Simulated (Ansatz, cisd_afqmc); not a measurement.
Species: SrF, charge 1, singlet. SrF+ (SMILES [Sr+][F]).
B3LYP-D3(BJ)/def2-TZVP minimum from Ansatz (a first-principles code):
```xyz
2

Sr     0.0000     0.0000    -0.3866
F      0.0000     0.0000     1.6323
```
Charge +1, spin multiplicity 1.

Total energies in def2-TZVPP, 8 correlated electrons, 5 frozen orbitals. Radicals and triplets start from unrestricted determinants; spin-orbit coupling is neglected. Cores are frozen in correlated methods (noble-gas shells, and filled d and f shells in the p block). Past Kr the def2 sets carry scalar-relativistic core potentials. AFQMC/CISD: phaseless, guided by CISD from CCSD amplitudes; bars are statistical, one sigma. Outlying blocks are dropped, and bars are widened where a walk drifts. Over all cases where full CI ran beside it in this data, AFQMC minus full CI had a median of +0.1 mEh and passed +0.4 mEh in a tenth of the cases. The spin of FSr+ ([F][Sr+], singlet) was assumed, and the state is the lowest solution found for it.

```
method         program         energy (Eh)  minus CCSDT(Q) (mEh)
----------  ----------  ------------------  --------------------
HF              Ansatz          -129.71875                280.99
MP2             Ansatz          -129.99606                  3.68
CCSD            Ansatz          -129.99169                  8.05
CCSD(T)         Ansatz          -129.99943                  0.31
CCSDT(Q)        Ansatz          -129.99974                  0.00
AFQMC/CISD  cisd_afqmc  -129.9994 ± 0.0004             0.3 ± 0.4
```

Rough core times of Ansatz's runs on a shared machine: CCSD(T) under 20 s, CCSDT(Q) 50 s.
